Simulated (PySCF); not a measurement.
Working out the excitation energy of Be

Be [He] 2s2 (1S) → Be [He] 2s1 2p1 (3P). Calculation: PySCF 2.14, in x2c-TZVPPall (5s3p1d, 19 functions); the spin-free X2C one-electron Hamiltonian (Gaussian nucleus). Frozen: 1s2. Energies in hartree (1 hartree = 27.21139 eV):

```json
{"part": "UHF", "Be (lower)": "-14.575079", "Be (upper)": "-14.514895"}
{"part": "CCSD correlation", "Be (lower)": "-0.045087", "Be (upper)": "-0.004179"}
{"part": "(T)", "Be (lower)": "0.000000", "Be (upper)": "0.000000"}
```

Q: What does Hartree-Fock give?

A: (-14.514895) − (-14.575079) = 0.060184 hartree = 1.638 eV.

Q: What do CCSD and CCSD(T) give?

A: The CCSD correlation energies differ by 0.040908 hartree = 1.113 eV and the triples by 0.000000 hartree = 0.000 eV, so CCSD gives 2.751 eV and CCSD(T) 2.751 eV.

Measured between the centres of the two terms (NIST): 2.725 eV, so CCSD(T) (valence) is off by 0.026 eV.

What remains against the reference includes basis incompleteness, the frozen core and higher excitations.
